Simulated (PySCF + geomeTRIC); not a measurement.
Calculation: M06-2X/def2-TZVP in PySCF + geomeTRIC. fastk is a local helper that only speeds up exchange builds. No frequencies were computed at this level.

```python
import json, numpy as np
from pyscf import gto, dft
from fastk import lowrank_exchange
atoms = """
O     -1.311842    -0.897887     0.018562
In     0.110633     0.405271    -0.044720
O      1.945248    -0.151302     0.168932
F     -0.515480     2.229819    -0.334792
H     -2.166314    -0.482756    -0.103098
H      1.937755    -1.103145     0.295115
"""
def scf(charge, spin, dm0=None):
    mol = gto.M(atom=atoms, basis='def2-tzvp', ecp={'In': 'def2-tzvp'}, charge=charge, spin=spin, verbose=3, max_memory=3780)
    mf = dft.KS(mol, xc='m062x').density_fit(auxbasis="def2-universal-jkfit")
    mf.grids.level = 4
    mf.conv_tol = 1e-8
    mf.max_cycle = 60
    mf.kernel(dm0)
    if not mf.converged:
        mf = mf.newton().run(mf.mo_coeff, mf.mo_occ).undo_soscf()
    return mf
mf = scf(0, 0)
from pyscf.geomopt.geometric_solver import kernel as optimize
path = []
done, mol = optimize(mf, maxsteps=80, assert_convergence=False, callback=lambda env: path.append((env["energy"], bool(env["g_scanner"].converged))))
res = dict(converged=bool(done and path[-1][1]), energy=path[-1][0], path=[e for e, c in path], xyz=mol.atom_coords(unit="Angstrom").tolist(), nao=mol.nao)
json.dump(res, open("result.json", "w"))
```

Output:

```
converged SCF energy = -441.640620557402
Geometry optimization cycle 1
converged SCF energy = -441.64062055923
cycle 1: E = -441.640620559  dE = -441.641  norm(grad) = 0.0339467
Geometry optimization cycle 2
converged SCF energy = -441.642712611274
cycle 2: E = -441.642712611  dE = -0.00209205  norm(grad) = 0.0173805
Geometry optimization cycle 3
converged SCF energy = -441.643281943833
cycle 3: E = -441.643281944  dE = -0.000569333  norm(grad) = 0.00588954
Geometry optimization cycle 4
converged SCF energy = -441.643470870469
cycle 4: E = -441.64347087  dE = -0.000188927  norm(grad) = 0.00268055
Geometry optimization cycle 5
converged SCF energy = -441.643584107374
cycle 5: E = -441.643584107  dE = -0.000113237  norm(grad) = 0.00312886
Geometry optimization cycle 6
converged SCF energy = -441.643626537729
cycle 6: E = -441.643626538  dE = -4.24304e-05  norm(grad) = 0.0018401
Geometry optimization cycle 7
converged SCF energy = -441.643637182245
cycle 7: E = -441.643637182  dE = -1.06445e-05  norm(grad) = 0.000690762
Geometry optimization cycle 8
converged SCF energy = -441.643641138849
cycle 8: E = -441.643641139  dE = -3.9566e-06  norm(grad) = 0.000406366
Geometry optimization cycle 9
converged SCF energy = -441.643641625132
cycle 9: E = -441.643641625  dE = -4.86283e-07  norm(grad) = 0.000335008
Geometry optimization cycle 10
converged SCF energy = -441.643641393807
cycle 10: E = -441.643641394  dE = 2.31325e-07  norm(grad) = 0.000217848
Geometry optimization cycle 11
converged SCF energy = -441.643641153716
cycle 11: E = -441.643641154  dE = 2.40091e-07  norm(grad) = 0.000202885
Geometry optimization cycle 12
converged SCF energy = -441.643641017589
cycle 12: E = -441.643641018  dE = 1.36127e-07  norm(grad) = 0.000241343
<class 'geometric.internal.Distance'> : 5
<class 'geometric.internal.Angle'> : 4
<class 'geometric.internal.OutOfPlane'> : 1
<class 'geometric.internal.Dihedral'> : 4
<class 'geometric.internal.TranslationX'> : 1
<class 'geometric.internal.TranslationY'> : 1
<class 'geometric.internal.TranslationZ'> : 1
<class 'geometric.internal.RotationA'> : 1
<class 'geometric.internal.RotationB'> : 1
<class 'geometric.internal.RotationC'> : 1
Step    0 : Gradient = 1.386e-02/2.312e-02 (rms/max) Energy = -441.6406205592
Step    1 : Displace = 8.801e-02/1.356e-01 (rms/max) Trust = 1.000e-01 (=) Grad = 7.096e-03/1.087e-02 (rms/max) E (change) = -441.6427126113 (-2.092e-03) Quality = 0.605
Step    2 : Displace = 1.357e-02/2.167e-02 (rms/max) Trust = 1.000e-01 (=) Grad = 2.404e-03/3.902e-03 (rms/max) E (change) = -441.6432819438 (-5.693e-04) Quality = 1.309
Step    3 : Displace = 1.787e-02/2.551e-02 (rms/max) Trust = 1.414e-01 (+) Grad = 1.094e-03/1.840e-03 (rms/max) E (change) = -441.6434708705 (-1.889e-04) Quality = 1.361
Step    4 : Displace = 2.501e-02/3.552e-02 (rms/max) Trust = 2.000e-01 (+) Grad = 1.277e-03/1.879e-03 (rms/max) E (change) = -441.6435841074 (-1.132e-04) Quality = 1.350
Step    5 : Displace = 1.569e-02/2.220e-02 (rms/max) Trust = 2.828e-01 (+) Grad = 7.512e-04/1.111e-03 (rms/max) E (change) = -441.6436265377 (-4.243e-05) Quality = 1.247
Step    6 : Displace = 4.712e-03/8.857e-03 (rms/max) Trust = 3.000e-01 (+) Grad = 2.820e-04/4.191e-04 (rms/max) E (change) = -441.6436371822 (-1.064e-05) Quality = 1.318
Step    7 : Displace = 5.183e-03/7.400e-03 (rms/max) Trust = 3.000e-01 (=) Grad = 1.659e-04/3.291e-04 (rms/max) E (change) = -441.6436411388 (-3.957e-06) Quality = 0.950
Step    8 : Displace = 3.277e-03/5.089e-03 (rms/max) Trust = 3.000e-01 (=) Grad = 1.368e-04/2.399e-04 (rms/max) E (change) = -441.6436416251 (-4.863e-07) Quality = 0.422
Step    9 : Displace = 2.569e-03/3.621e-03 (rms/max) Trust = 3.000e-01 (=) Grad = 8.894e-05/1.319e-04 (rms/max) E (change) = -441.6436413938 (+2.313e-07) Quality = -0.315
Step   10 : Displace = 1.281e-03/1.743e-03 (rms/max) Trust = 1.285e-03 (-) Grad = 8.283e-05/1.258e-04 (rms/max) E (change) = -441.6436411537 (+2.401e-07) Quality = -0.333
Step   11 : Displace = 6.294e-04/9.974e-04 (rms/max) Trust = 6.403e-04 (-) Grad = 9.853e-05/1.672e-04 (rms/max) E (change) = -441.6436410176 (+1.361e-07) Quality = -0.130
Converged! =D
```

Cost: very roughly 6 core-minutes.
